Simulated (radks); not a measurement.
Results of a calculation; reference values are marked as such.
Question: All-electron atom: Xe5+ in [Kr] 4d10 5s2 5p1. Level of theory: non-relativistic Kohn-Sham, LDA (Slater exchange, Perdew-Wang correlation), spin-unpolarised, spherical densities, point nucleus; relativity is left out, which matters for an element this heavy (a radial shooting solver on a logarithmic mesh with Libxc functionals). Some entries of the table are withheld. Estimate them.

| orbital | occ. | eigenvalue (eV) | <r^2> (bohr^2) | r(max) (bohr) |
|---|---|---|---|---|
| 1s | 2 | -32952.54 | (1) | (2) |
| 2s | 2 | -5050.346 | 0.01722 | 0.1030 |
| 2p | 6 | -4758.523 | 0.01290 | 0.08040 |
| 3s | 2 | -1079.471 | 0.1174 | 0.2927 |
| 3p | 6 | -955.7276 | (3) | 0.2791 |
| 3d | 10 | -724.7644 | 0.09345 | 0.2265 |
| 4s | 2 | -242.1579 | 0.6274 | 0.6879 |
| 4p | 6 | -198.1352 | 0.6842 | 0.7043 |
| 4d | 10 | -122.2208 | 0.8633 | (4) |
| 5s | 2 | -71.5194 | 3.322 | 1.599 |
| 5p | 1 | (5) | 3.994 | 1.741 |

Answer: 
(1) 1s <r^2> (bohr^2): 0.001061
(2) 1s r(max) (bohr): 0.01866
(3) 3p <r^2> (bohr^2): 0.1119
(4) 4d r(max) (bohr): 0.7433
(5) 5p eigenvalue (eV): -59.1664
